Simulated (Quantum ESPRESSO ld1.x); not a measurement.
Species: the chlorine ion Cl11+. Configuration: [He] 2s2 2p2 (the NIST ground configuration).

All-electron calculation, non-relativistic Kohn-Sham, PBE, spin-unpolarised, spherical densities, point nucleus. Program: ld1.x of Quantum ESPRESSO 7.5.

Energy parts (hartree):
total: -380.906
kinetic: 380.721
electron-nucleus: -810.971
Hartree: 66.382
exchange-correlation: -17.038

Orbitals (lengths in bohr, moments of r in powers of bohr; r(90%) holds 90 % of the orbital's charge):
| orbital | occ. | eigenvalue (hartree) | r(90%) |
|---|---|---|---|
| 1s | 2 | -117.206 | 0.162 |
| 2s | 2 | -22.0461 | 0.620 |
| 2p | 2 | -20.4119 | 0.572 |
| 3s | 0 | -8.53734 | 1.43 |
| 3p | 0 | -8.04241 | 1.42 |

The highest occupied level is 2p at -555.43 eV. Virial ratio -V/T = 2.00048.
